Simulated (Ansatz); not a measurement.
Compare A (`F[CH2][Al]([SiH3])[SiH3]`) with its isomer B (`C[SiH2][Al]([F])[SiH3]`).

Computed with Ansatz on PBE0-D4/def2-TZVP structures; ΔE is electronic, products minus reactants. CCSD(T)/CBS is the MP2 limit (def2-TZVPP, def2-QZVPP) plus CCSD(T) − MP2 in def2-TZVPP, frozen cores. Functionals use def2-TZVPP. B3LYP here is the variant with VWN-RPA as its local correlation; programs differ in this. Each species was taken in one conformer, which may not be the lowest.

Task: Which is lower in electronic energy at CCSD(T)/CBS, and by how much? (Estimate.)

Result: Computed: B, by 72.1 kcal/mol.

Task: Give E(B) − E(A) in kcal/mol with PBE-D4, B2PLYP, PBE0-D4, B3LYP, r2SCAN-D4, CCSD/def2-TZVPP, CCSD(T)/def2-TZVPP. (Best estimate.)

Result: The calculation gave: PBE-D4 -67.3, B2PLYP -71.2, PBE0-D4 -68.8, B3LYP -69.2, r2SCAN-D4 -70.4, CCSD/def2-TZVPP -71.2, CCSD(T)/def2-TZVPP -71.0. None reverses the order clearly.

Largest T1 diagnostic: 0.013.

In def2-TZVPP, CCSD(T) changes the Hartree–Fock value by −0.8 kcal/mol (the triples alone add +0.1 kcal/mol) and MP2 by −4.3 kcal/mol. From PBE to PBE0 (25 % exact exchange), in def2-TZVPP and without D4, E(B) − E(A) moves by −1.5 kcal/mol.
